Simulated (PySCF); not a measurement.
Species: C7H5FO2.
Numbering: `[O:1]=[C:2]([OH:3])[c:4]1[cH:5][cH:6][cH:7][cH:8][c:9]1[F:10]` (hydrogens: H11 on O3; H12 on C5; H13 on C6; H14 on C7; H15 on C8)

The geometry is computed with GFN2-xTB (gas phase).

(1) What internal coordinates does the optimisation give?

## Answers

(1) 
```json
{"bond": "O1=C2", "length (Å)": "1.206"}
{"bond": "C2–O3", "length (Å)": "1.334"}
{"bond": "C2–C4", "length (Å)": "1.485"}
{"bond": "C4–C5", "length (Å)": "1.396"}
{"bond": "C5–C6", "length (Å)": "1.380"}
{"bond": "C6–C7", "length (Å)": "1.387"}
{"bond": "C7–C8", "length (Å)": "1.383"}
{"bond": "C8–C9", "length (Å)": "1.385"}
{"bond": "C9–F10", "length (Å)": "1.341"}
{"bond": "C4–C9", "length (Å)": "1.394"}
{"bond": "O3–H11", "length (Å)": "0.970"}
{"bond": "C5–H12", "length (Å)": "1.079"}
{"bond": "C6–H13", "length (Å)": "1.079"}
{"bond": "C7–H14", "length (Å)": "1.079"}
{"bond": "C8–H15", "length (Å)": "1.079"}
```

A selection of angles:
```json
{"angle": "O1–C2–O3", "degrees": "122.5"}
{"angle": "O1–C2–C4", "degrees": "123.4"}
{"angle": "O3–C2–C4", "degrees": "114.1"}
{"angle": "C2–C4–C5", "degrees": "117.5"}
{"angle": "C2–C4–C9", "degrees": "124.5"}
{"angle": "C5–C4–C9", "degrees": "118.0"}
{"angle": "C4–C5–C6", "degrees": "121.1"}
{"angle": "C5–C6–C7", "degrees": "119.9"}
{"angle": "C6–C7–C8", "degrees": "120.2"}
{"angle": "C7–C8–C9", "degrees": "119.6"}
{"angle": "C8–C9–F10", "degrees": "117.6"}
{"angle": "C4–C9–C8", "degrees": "121.3"}
{"angle": "C4–C9–F10", "degrees": "121.1"}
{"angle": "H11–O3–C2", "degrees": "110.4"}
```

Torsions: O1–C2–C4–C5 0° (synperiplanar); H11–O3–C2–O1 0° (synperiplanar).

The 6-membered ring C4–C5–C6–C7–C8–C9 has internal angles of 118.0° to 121.3° (sum 720°, against 720° for a flat polygon); it is planar, 0.00 Å rms from its mean plane, widest ring torsion 0°. The 7 C–C bonds span 1.380 Å (C5–C6, aromatic) to 1.485 Å (C2–C4, drawn single), a spread of 0.105 Å. Of the pairs four or more bonds apart, O3···F10 is among the closest relative to their van der Waals radii: 2.54 Å, 85 % of the sum of Bondi's values. The 10 heavy atoms lie in one plane (0.001 Å rms). The 2 C–O bonds span 1.206 Å (O1=C2, drawn double) to 1.334 Å (C2–O3, drawn single), a spread of 0.128 Å.

Point group: Cs (tolerance 0.08 Å). Not checked by GFN2-xTB frequencies. One conformer, not necessarily the lowest (O1–C2–O3–H 0°, O1–C2–C4–C5 0°).
